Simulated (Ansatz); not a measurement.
Geometry optimisation, RKS PBE0/def2-SVP in Ansatz 0.2.0.

Input file:

```yaml
crystal:
  periodic: [false, false, false]
  atoms:
    - { symbol: Mo, position_ang: [0.075172, 0.199021, -0.373869] }
    - { symbol: F, position_ang: [0.590619, -0.214388, 2.514296] }
    - { symbol: F, position_ang: [1.829003, -0.164733, -0.023993] }
    - { symbol: F, position_ang: [-0.484494, 1.797904, -1.087726] }
    - { symbol: F, position_ang: [-1.485258, 0.371769, 0.558758] }
    - { symbol: F, position_ang: [-0.267976, -1.576326, -0.137458] }
    - { symbol: F, position_ang: [0.520745, -0.066319, -2.126158] }
    - { symbol: H, position_ang: [0.561259, 1.305239, 0.748464] }
    - { symbol: H, position_ang: [0.88183, 0.661432, 2.471786] }
basis:
  gaussian: { orbitals: def2-SVP }
hamiltonian:
  xc: pbe0
relax:
  f_tol: 0.03
  max_steps: 50
```

Command:

```bash
$ ansatz run input.yaml --threads 4 --pin off --max-ram 5120MiB --backend cpu --events-out ev --progress --plain --runs-dir out
```

Question: Where does it end, and by what steps?

Answer: The run converged. After 16 steps the energy has fallen by 0.231 eV; H9 moved furthest, 0.98 Å. Joined: Mo1–F2 (2.96 → 2.51 Å).

| step | energy less start (eV) | largest force component (eV/Å) | accepted |
| --- | --- | --- | --- |
| 0 | 0.0000 | 0.245 | yes |
| 1 | 0.0254 | 2.547 | no |
| 2 | -0.0351 | 0.936 | yes |
| 3 | -0.0665 | 1.068 | yes |
| 4 | -0.1239 | 0.335 | yes |
| 5 | -0.1246 | 0.574 | yes |
| 6 | -0.1414 | 0.356 | yes |
| 7 | -0.1495 | 0.513 | yes |
| 8 | -0.1619 | 0.278 | yes |
| 9 | -0.1795 | 0.525 | yes |
| 10 | -0.1697 | 0.407 | no |
| 11 | -0.2022 | 0.542 | yes |
| 12 | -0.2172 | 0.338 | yes |
| 13 | -0.2165 | 0.613 | no |
| 14 | -0.2269 | 0.178 | yes |
| 15 | -0.2307 | 0.059 | yes |
| 16 | -0.2308 | 0.020 | yes |

```xyz
9
Properties=species:S:1:pos:R:3
Mo 0.055 0.291 -0.257
F 0.344 0.044 2.227
F 1.837 0.091 0.206
F -0.557 1.701 -1.275
F -1.593 0.471 0.496
F -0.161 -1.478 0.200
F 0.614 -0.232 -1.914
H 0.445 1.645 0.611
H 1.237 -0.221 2.250
```

Whether the end is a true minimum wasn't checked by a vibrational analysis.

The run took 45 s on 4 threads of Arm Neoverse V2, with other jobs on the host, peak memory 0.33 GiB.
